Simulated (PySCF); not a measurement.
Record of a relaxation.

cis-NiI2(NH3)2 (triplet state).
Bonds: Ni1–I2, Ni1–I3, Ni1–N4, Ni1–N8. Hydrogens: H5, H6, H7 on N4; H9, H10, H11 on N8.

Computed by this run: PBE0-D3(BJ)/def2-SVP geometry optimisation, gas phase, def2 core potentials past Kr in PySCF; unrestricted, density fitting, grid level 1; the optimiser is geomeTRIC in internal coordinates, started from a GFN2-xTB structure with every atom displaced at random (about 0.03 Å). The frame can shift and turn from step to step; on so coarse a grid that alone can change the energy by a few meV, and forces under 0.02 eV/Å are noise.

Step 0: E = -60309.7905 eV, largest atomic force 4.215 eV/Å
```
atom  x, y, z in Å  |  force x, y, z in eV/Å
Ni1     0.842    0.709    0.016   -1.612  -0.140  -0.115
I2      3.241    0.629    0.024    1.395  -0.331   0.041
I3      0.560    3.251   -0.046   -0.207   0.246   0.017
N4     -1.389    0.591   -0.017   -1.927  -0.962  -0.028
H5     -1.865    0.194    0.835    0.743   0.484  -0.675
H6     -1.880    0.041   -0.774    0.847   0.578   0.655
H7     -1.823    1.525   -0.108    0.570  -0.091   0.076
N8      0.640   -1.465   -0.010   -3.386   0.173   2.504
H9      1.534   -1.823    0.199    1.743  -0.767  -0.048
H10     0.253   -1.853   -0.854    0.242  -0.313  -0.706
H11    -0.015   -1.884    0.766    1.592   1.122  -1.722
```

Step 1: E = -60310.0011 eV, largest atomic force 2.528 eV/Å
```
atom  x, y, z in Å  |  force x, y, z in eV/Å
Ni1     0.815    0.698    0.018   -1.356  -0.197  -0.120
I2      3.235    0.444    0.031    1.140   0.039   0.036
I3      0.374    3.225   -0.048    0.241   0.373   0.021
N4     -1.413    0.641   -0.016   -1.331  -0.918  -0.016
H5     -1.886    0.267    0.829    0.466   0.230  -0.235
H6     -1.903    0.113   -0.766    0.532   0.226   0.237
H7     -1.800    1.591   -0.108    0.492   0.046   0.052
N8      0.683   -1.476   -0.003   -2.006  -0.058   1.537
H9      1.611   -1.813    0.204    0.703  -0.243  -0.266
H10     0.317   -1.882   -0.857    0.330  -0.149  -0.391
H11     0.065   -1.894    0.747    0.789   0.651  -0.856
```

Step 2: E = -60310.1123 eV, largest atomic force 2.019 eV/Å
```
atom  x, y, z in Å  |  force x, y, z in eV/Å
Ni1     0.779    0.709    0.020   -0.421  -0.042  -0.109
I2      3.296    0.558    0.041    0.225  -0.215   0.023
I3      0.550    3.290   -0.050   -0.185  -0.136   0.027
N4     -1.431    0.558   -0.011    0.095   0.352   0.003
H5     -1.858    0.190    0.829   -0.067  -0.107   0.565
H6     -1.865    0.025   -0.752   -0.065  -0.262  -0.544
H7     -1.795    1.509   -0.105    0.184   0.232  -0.006
N8      0.598   -1.445    0.011    1.624   0.340  -1.150
H9      1.559   -1.810    0.196   -0.721   0.323  -0.388
H10     0.247   -1.856   -0.864    0.391   0.139   0.168
H11     0.019   -1.814    0.716   -1.060  -0.626   1.413
```

Step 3: E = -60310.2259 eV, largest atomic force 0.281 eV/Å
```
atom  x, y, z in Å  |  force x, y, z in eV/Å
Ni1     0.752    0.693    0.016   -0.257  -0.082  -0.078
I2      3.293    0.460    0.045    0.086  -0.025   0.006
I3      0.454    3.268   -0.045   -0.003  -0.076   0.026
N4     -1.445    0.580   -0.011   -0.172  -0.033   0.012
H5     -1.875    0.231    0.849    0.054   0.011   0.022
H6     -1.884    0.057   -0.772    0.064  -0.003  -0.014
H7     -1.754    1.552   -0.107    0.143   0.092  -0.006
N8      0.621   -1.447    0.011    0.071  -0.035   0.160
H9      1.587   -1.766    0.162   -0.139   0.103  -0.036
H10     0.307   -1.861   -0.870    0.036   0.030   0.034
H11     0.041   -1.853    0.753    0.117   0.017  -0.125
```

Step 4: E = -60310.2403 eV, largest atomic force 0.171 eV/Å
```
atom  x, y, z in Å  |  force x, y, z in eV/Å
Ni1     0.726    0.677    0.014   -0.128  -0.106  -0.044
I2      3.281    0.423    0.042    0.060   0.047  -0.001
I3      0.421    3.242   -0.035    0.051   0.032   0.019
N4     -1.459    0.588   -0.010   -0.078  -0.037   0.003
H5     -1.888    0.256    0.857    0.013   0.010  -0.047
H6     -1.901    0.075   -0.776    0.011   0.010   0.050
H7     -1.716    1.576   -0.109    0.058   0.021  -0.001
N8      0.629   -1.449    0.013   -0.030   0.043   0.029
H9      1.603   -1.731    0.151    0.068   0.023   0.040
H10     0.332   -1.866   -0.870   -0.043  -0.003  -0.012
H11     0.070   -1.876    0.754    0.018  -0.040  -0.035
```

Step 5: E = -60310.2451 eV, largest atomic force 0.081 eV/Å
```
atom  x, y, z in Å  |  force x, y, z in eV/Å
Ni1     0.708    0.664    0.011   -0.028  -0.074  -0.021
I2      3.278    0.430    0.036   -0.001   0.029  -0.001
I3      0.428    3.232   -0.022    0.029   0.035   0.010
N4     -1.471    0.589   -0.009    0.034   0.019  -0.003
H5     -1.902    0.270    0.860   -0.022   0.001  -0.014
H6     -1.918    0.083   -0.775   -0.029  -0.003   0.019
H7     -1.695    1.586   -0.111   -0.002  -0.003   0.001
N8      0.631   -1.454    0.013   -0.020   0.015   0.022
H9      1.614   -1.713    0.148    0.051   0.002   0.027
H10     0.341   -1.873   -0.872   -0.029  -0.008  -0.003
H11     0.085   -1.899    0.753    0.017  -0.014  -0.038
```

Step 6: E = -60310.2468 eV, largest atomic force 0.064 eV/Å
```
atom  x, y, z in Å  |  force x, y, z in eV/Å
Ni1     0.698    0.653    0.008    0.004  -0.030   0.000
I2      3.273    0.439    0.030   -0.012   0.010  -0.002
I3      0.440    3.228   -0.011    0.000   0.009   0.005
N4     -1.482    0.593   -0.008    0.061   0.017  -0.011
H5     -1.917    0.284    0.862   -0.016   0.005   0.001
H6     -1.939    0.091   -0.771   -0.024   0.004   0.009
H7     -1.687    1.594   -0.112   -0.021  -0.008   0.000
N8      0.637   -1.461    0.011   -0.003   0.006   0.006
H9      1.625   -1.703    0.146    0.015  -0.004  -0.002
H10     0.351   -1.882   -0.874    0.001  -0.004  -0.004
H11     0.100   -1.921    0.748   -0.005  -0.004   0.000
```

Step 7: E = -60310.2471 eV, largest atomic force 0.037 eV/Å
```
atom  x, y, z in Å  |  force x, y, z in eV/Å
Ni1     0.696    0.649    0.007    0.002  -0.012   0.004
I2      3.271    0.444    0.027   -0.010  -0.002  -0.003
I3      0.442    3.226   -0.006   -0.002   0.007   0.003
N4     -1.484    0.596   -0.007    0.036   0.003  -0.010
H5     -1.921    0.291    0.864   -0.004   0.004   0.007
H6     -1.948    0.095   -0.767   -0.014  -0.001   0.001
H7     -1.686    1.597   -0.113   -0.012  -0.001  -0.001
N8      0.640   -1.465    0.010    0.000   0.002   0.005
H9      1.629   -1.704    0.145    0.001  -0.003  -0.005
H10     0.355   -1.886   -0.876    0.007  -0.001  -0.004
H11     0.104   -1.929    0.745   -0.003   0.002   0.002
```

Step 8: E = -60310.2472 eV, largest atomic force under 0.02 eV/Å
```
atom  x, y, z in Å  |  force x, y, z in eV/Å
Ni1     0.696    0.647    0.007   -0.004   0.002   0.005
I2      3.269    0.444    0.024    0.001  -0.001  -0.003
I3      0.443    3.226   -0.002   -0.002  -0.001   0.003
N4     -1.483    0.597   -0.007    0.006  -0.003  -0.010
H5     -1.920    0.297    0.866    0.005   0.004   0.006
H6     -1.953    0.096   -0.763   -0.002  -0.002   0.002
H7     -1.687    1.598   -0.114   -0.002   0.001  -0.001
N8      0.641   -1.467    0.009   -0.001  -0.001   0.000
H9      1.630   -1.704    0.144   -0.004  -0.001  -0.002
H10     0.358   -1.888   -0.878    0.004   0.001  -0.001
H11     0.105   -1.932    0.743   -0.002   0.002   0.001
```

**Question.** Summarise the path.

**Answer.** The energy falls by 0.4567 eV from step 0 to step 8; nine tenths of that is first reached at step 3. It falls at every step. The largest force goes from 4.215 to under 0.02 eV/Å. Among the bonds Ni1–I2 changes most, from 2.400 to 2.582 Å; the atoms move by 0.130 Å rms after alignment.

What follows is the cost of the whole optimisation. The run took 7.8 min of wall time on an Arm Neoverse V1 with one thread (shared host), and the process peaked at 0.67 GiB of memory.
